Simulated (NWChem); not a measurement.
SiH2BrCl; SMILES Br[SiH2]Cl

```xyz
5

Si    -0.8376     0.5837     0.0000
Cl     0.5040     2.1433     0.0000
Br     0.2307    -1.3566     0.0000
H     -1.6587     0.6628     1.2331
H     -1.6587     0.6628    -1.2331
```
Atoms are numbered in this order, from 1.

Computed with NWChem. Pople sets run with spherical d functions. The geometry was optimised at PBE0/def2-SVP. GIAO values for the isolated, static molecule; σ is the absolute isotropic shielding, δ = σ(reference) − σ with the isolated reference molecule computed at the same levels (1H: tetramethylsilane, 29Si: tetramethylsilane). Spin-orbit effects, on the heavy nuclei and on their neighbours, are missing.

For level B3LYP/6-311G**:

| Property | Result |
|---|---|
| δ Si1 (ppm) | 12.1 |
| σ Cl2 (ppm) | 878.2 |
| σ Br3 (ppm) | 2496.2 |
| δ H4 (ppm) | 5.97 |

**Question.** What are these values for level LDA (Slater exchange, VWN5)/pcSseg-1?

**Answer.** The δ Si1 (ppm) is 21.4 and the σ Cl2 (ppm) comes out as 857.1. The σ Br3 (ppm) is 2443.5 and the δ H4 (ppm) is 6.49.
